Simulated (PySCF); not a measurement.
All of these have the formula C3H11NOSi3. Computed with PySCF, TDDFT CAM-B3LYP/def2-SVPD, vertical, gas phase, core orbitals frozen in the response. Geometries: PBE0-D3(BJ)/def2-SVP; one conformer of each isolated species. Triplets are in the Tamm–Dancoff approximation.

Task: Rank by computed HOMO energy, highest first.
A. `CC#C[Si@@H](O)N([SiH3])[SiH3]`
B. `C#C[Si@@H](O[SiH3])[SiH2]NC`
C. `CC[Si@H](O[SiH3])[SiH2]C#N`
D. `CCO[Si@H](C#N)[SiH2][SiH3]`

Result: B (-8.00 eV), A (-8.93 eV), C (-9.32 eV), D (-9.48 eV).

```
                       SMILES  HOMO (eV)  first f ≥ 0.01 (nm)  gap (eV)  f (S1)  α (au)    S1 mainly
  C#C[Si@@H](O[SiH3])[SiH2]NC      -8.00                  207      8.13   0.005   125.8    H→L (82%)
CC#C[Si@@H](O)N([SiH3])[SiH3]      -8.93                  178      9.57   0.000   123.8  H-2→L (30%)
   CC[Si@H](O[SiH3])[SiH2]C#N      -9.32                  199      9.50   0.027   121.6    H→L (90%)
   CCO[Si@H](C#N)[SiH2][SiH3]      -9.48                  201      9.39   0.067   129.0    H→L (80%)
```

H and L stand for HOMO and LUMO.
